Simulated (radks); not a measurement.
Neutral holmium, configuration [Xe] 4f9 6s1 6p3 (not the ground configuration). Method: scalar-relativistic Kohn-Sham, SCAN, spin-polarised, spherical densities, finite nucleus; open shells are filled with parallel spins first (spin-orbit coupling, left out, can overturn this in heavy ions); meta-GGA in the generalised Kohn-Sham scheme; Fermi nuclear charge, rms radius 5.2022 fm; computed with a radial shooting solver on a logarithmic mesh with Libxc functionals.

Normalised radial functions P(r) = r R(r), r in bohr:

r,6s up,6p up
0.001622,0.0254,0.0009
0.002579,0.0353,0.0019
0.004102,0.0469,0.0042
0.006577,0.0573,0.0091
0.01046,0.0594,0.0187
0.01664,0.0415,0.0357
0.02646,-0.0073,0.0595
0.04208,-0.0735,0.0767
0.06746,-0.0875,0.0505
0.1073,0.0266,-0.0430
0.1706,0.1377,-0.1095
0.2714,-0.0319,0.0189
0.4316,-0.1942,0.1625
0.6865,0.1344,-0.0502
1.101,0.2854,-0.2750
1.75,-0.2528,0.0191
2.784,-0.6420,0.4876
4.427,-0.4044,0.5092
7.041,-0.0781,0.1849
11.29,-0.0030,0.0194

6s up: eigenvalue -9.017 eV, 5 radial nodes at r = 0.0250, 0.0992, 0.258, 0.595, 1.46 bohr, <r> = 3.26 bohr, 90 % of the charge inside 4.71 bohr. 6p up: eigenvalue -4.226 eV, 4 radial nodes at r = 0.0893, 0.260, 0.641, 1.72 bohr, <r> = 4.07 bohr, 90 % of the charge inside 5.93 bohr.
